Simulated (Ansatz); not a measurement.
`CBC(C)C` + H₂O → `CC(C)BO` + CH₄ at 500 K and 1 bar (formal hydrolysis of a B–C bond).

Computed with Ansatz on PBE0-D4/def2-TZVP structures; ΔE is electronic, products minus reactants. CCSD(T)/CBS is the MP2 limit (def2-TZVPP, def2-QZVPP) plus CCSD(T) − MP2 in def2-TZVPP, frozen cores. This one scheme is used for every species. One conformer a species, not always the lowest.

```
  species  CCSD(T)/CBS energy (Eh)  H − E (kJ/mol)  S (J/(mol·K))
`CBC(C)C`               -183.62972           425.4          437.1
      H₂O                -76.37941            73.2          206.3
`CC(C)BO`               -219.60044           366.6          405.8
      CH₄                -40.46206           135.6          206.8
```

H − E and S are ideal-gas, rigid-rotor, harmonic terms from PBE0-D4/def2-TZVP, for one conformer and one mirror image of each species. 1 Eh = 2625.50 kJ/mol, R = 8.31446 J/(mol·K).

Question: By hand: ΔE, ΔH, ΔS and ΔG.

Answer: ΔE = (-219.60044) + (-40.46206) − (-183.62972) − (-76.37941) = -0.05337 Eh = -140.1 kJ/mol. Δ(H − E) = 366.6 + 135.6 − 425.4 − 73.2 = 3.6, so ΔH = -136.5 kJ/mol. ΔS = 405.8 + 206.8 − 437.1 − 206.3 = -30.8 J/(mol·K). ΔG = -136.5 − 500 × (-30.8)/1000 = -121.1 kJ/mol.

Question: By hand: the equilibrium constant, and the temperature at which ΔG would vanish if ΔH and ΔS stayed fixed.

Answer: log₁₀ K = −ΔG/(RT ln 10) = 12.7. ΔG = 0 at ΔH/ΔS = 4432 K, far beyond where these terms or the molecules hold.

ΔH outweighs TΔS. A doubt of 5 kJ/mol in ΔE shifts log₁₀ K by 0.5 here. Other conformers and mirror images would add mixing entropy, several J/(mol·K) or more a flexible species. Modes under 60 cm⁻¹, often nearly free rotors, make the harmonic entropy too high. These are equilibria of isolated gas molecules and say nothing of rates. Largest T1 diagnostic: 0.011 (customary marks: 0.02 for closed shells, 0.045 for open ones).
